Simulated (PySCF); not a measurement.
**Dipole response of Sb²⁺ (antimony, charge +2)**

[Kr] 4d10 5s2 5p1, 2P determinant. All numbers are calculated (PySCF 2.14, a scalar-relativistic core potential, in def2-QZVPPD with the def2 core potential (28 electrons) (8s6p5d4f1g, 88 functions)). Coupled (time-dependent) response in atomic units; α is the mean over directions.

```csv
method,mean α (bohr³),"α xx, yy, zz",C₆ (like pair),S(−4)
UHF,16.97,"17.00, 16.92, 17.00",108.4,88.99
PBE,15.55,"15.21, 16.23, 15.21",97.63,72.22
PBE0,15.81,"15.59, 16.23, 15.59",99.56,74.66
wB97X-V,15.93,"15.79, 16.21, 15.79",100.5,76.17
```

S(−4) is the Cauchy moment in α(ω) = α(0) + S(−4) ω² + …

Spin-orbit coupling is absent.

α(iu) at wB97X-V:

| u (hartree) | α(iu) (bohr³) |
| --- | --- |
| 0 | 15.93 |
| 0.0500 | 15.74 |
| 0.100 | 15.21 |
| 0.200 | 13.43 |
| 0.300 | 11.34 |
| 0.500 | 7.864 |
| 0.750 | 5.292 |
| 1.00 | 3.882 |
| 1.50 | 2.475 |
| 2.00 | 1.779 |
| 3.00 | 1.075 |
| 5.00 | 0.5157 |

For an ion, C₆ is the dispersion term alone; charge-induced terms of lower order in 1/R come first.

The components differ because the open shell of this determinant is not spherical; for a pure term their mean is the scalar polarisability.

Energies and moments cover only the electrons outside the core potential.
